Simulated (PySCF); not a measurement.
Geometry:
```
atom   x (Å)   y (Å)   z (Å)
  C1  -0.976   0.336  -1.995
  C2  -0.699   0.205  -0.695
  C3  -1.718  -0.371   0.244
  F4  -2.889  -0.686  -0.389
  C5   0.628   0.618  -0.097
  C6   0.481   1.791   0.874
  C7   1.371  -0.553   0.562
  C8   1.630  -1.724  -0.370
  H9  -1.947   0.037  -2.396
 H10  -0.238   0.751  -2.687
 H11  -1.323  -1.288   0.719
 H12  -1.942   0.345   1.055
 H13   1.248   0.962  -0.944
 H14  -0.038   2.637   0.399
 H15   1.470   2.141   1.209
 H16  -0.085   1.510   1.776
 H17   0.811  -0.894   1.451
 H18   2.329  -0.168   0.953
 H19   0.691  -2.176  -0.727
 H20   2.215  -2.512   0.128
 H21   2.191  -1.403  -1.263
```

Geometry: PBE0-D3(BJ)/def2-SVP; GIAO shifts from PySCF 2.14, gas phase, non-relativistic, averaged over equivalent atoms.

At PBE0/pcSseg-1 (201 basis functions, 27 s wall time on 1 thread of an Arm Neoverse V2, shared host):
```csv
atoms,δ (ppm)
C2,156.2
C1,116.8
C3,81.5
C5,45.4
C7,30.2
C6,23.4
C8,14.3
F4,-262.5
H9,5.55
H10,5.33
H12,4.94
H11,4.80
H13,2.02
H18,1.22
H14/H15/H16,1.12
H17,1.01
H19/H20/H21,0.91
```

Chemical shifts δ = σref − σ; 13C (σref 184.41) and 1H (σref 31.27) vs TMS; CFCl3 for 19F (σref 177.25), all at this level.

**Question.** What do these become at HF/pcSseg-1?

**Answer.** 
```
      atoms  δ at HF/pcSseg-1  change
         C2             154.0    -2.2
         C1             118.5    +1.7
         C3              72.5    -9.0
         C5              38.0    -7.4
         C7              26.1    -4.1
         C6              22.3    -1.1
         C8              14.0    -0.3
         F4            -216.8   +45.7
         H9              5.62   +0.07
        H10              5.31   -0.02
        H12              4.56   -0.38
        H11              4.41   -0.39
        H13              1.75   -0.27
        H18              1.05   -0.17
H14/H15/H16              1.10   -0.02
        H17              0.77   -0.24
H19/H20/H21              0.94   +0.03
```

Referencing at the same level of theory: 13C (σref 190.85), 1H (σref 31.69) vs TMS; 19F (σref 246.35) vs CFCl3.

The largest change is at F4 (fluorine on an sp3 carbon). Cost: 201 basis functions, 13 s wall time on 1 thread of an Arm Neoverse V2, shared host. The order of the carbon signals is the same at both levels.

Unscaled 19F shifts against computed CFCl3 carry errors that often reach 10 to 50 ppm.
